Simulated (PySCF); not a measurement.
## C₆ coefficients of unlike pairs at BLYP

Calculated with PySCF 2.14 from the dipole response of each species, C₆(A,B) = (3/π) ∫ α_A(iu) α_B(iu) du, in atomic units, from isotropic polarisabilities. For ions this is the dispersion term alone; charge-induced terms of lower order in 1/R come first.

```csv
species,configuration,basis,relativity,α (bohr³),C₆ (like pair)
Ar²⁺,[Ne] 3s2 3p4 (3P),dyall-av3z (19s12p3d2f),spin-free X2C,4.780,16.89
Sc²⁺,[Ar] 3d1 (2D),aug-cc-pVTZ-DK (8s7p5d3f2g),spin-free X2C,5.471,15.33
Si⁺,[Ne] 3s2 3p1 (2P),aug-cc-pV(D+d)Z (5s4p3d),none,19.05,100.5
S,[Ne] 3s2 3p4 (3P),def2-QZVPPD (10s7p5d2f1g),none,21.45,148.2
```

(1) Estimate C₆ for Sc²⁺ with Ar²⁺.

No spin-orbit coupling is included.

The other pairs:

| pair | C₆ |
| --- | --- |
| S, Ar²⁺ | 46.75 |
| S, Sc²⁺ | 45.03 |
| S, Si⁺ | 121.4 |
| Si⁺, Ar²⁺ | 36.92 |
| Si⁺, Sc²⁺ | 35.82 |

Results:

(1) The integral gives 16.00. The combination rule 2 C_A C_B / (C_A α_B/α_A + C_B α_A/α_B) gives 15.82 and the geometric mean 16.09.
